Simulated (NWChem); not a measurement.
System: SiHSCl3; SMILES S[Si](Cl)(Cl)Cl

The following NWChem deck was run.

```
start job
memory heap 200 mb stack 900 mb global 1100 mb
geometry units angstroms noautoz
  S      0.982701     1.876192    -0.051357
  Si     0.003777     0.002429     0.000433
  Cl     0.543426    -1.108245     1.633991
  Cl    -1.994729     0.409375     0.080820
  Cl     0.405144    -1.129009    -1.658492
  H      2.218037     1.325977    -0.090084
end
basis spherical
  S library sto-3g
  Si library sto-3g
  Cl library sto-3g
  H library sto-3g
end
dft
  xc pbe0
  iterations 150
  mulliken
end
task dft energy
```

Structure relaxed at the PBE0/def2-SVP level.

Predict the main results of this run. (PBE0/STO-3G.) Quantities: basis functions; energy (Ha); highest occupied level (eV); orbital gap (eV); dipole (D).


```json
{
 "number_of_basis_functions": "46",
 "energy (Ha)": "-2045.61",
 "highest occupied level (eV)": "-5.68",
 "orbital gap (eV)": "7.07",
 "dipole (D)": "2.61"
}
```
